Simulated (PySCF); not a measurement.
# Ar⁺ (argon, charge +1) across methods

[Ne] 3s1 3p6, 2S determinant (an excited configuration). Computed with PySCF 2.14 in dyall-av2z, with the non-relativistic Hamiltonian (point nucleus).

```csv
method,E (hartree),mean ε 3s α (eV),mean ε 3p α (eV),mean ε 3p β (eV),Σ⟨r²⟩ (bohr²),⟨S²⟩
PBE,-526.2216,-37.737,-23.247,-22.098,20.66,0.751
UHF,-525.58306,-49.805,-30.215,-26.063,21.01,0.760
PBEsol,-525.4851,-37.620,-23.182,-22.053,20.67,0.751
LDA,-524.8219,-37.623,-23.291,-22.238,20.72,0.751
r2SCANh,-526.3435,-40.260,-24.610,-22.839,20.68,0.753
r2SCAN,-526.3540,-39.150,-23.907,-22.353,20.67,0.753
PBE0,-526.2251,-40.987,-25.219,-23.419,20.68,0.752
TPSS,-526.4293,-38.281,-23.435,-22.141,20.61,0.751
B97-3,-526.3238,-41.165,-25.286,-23.550,20.69,0.752
```
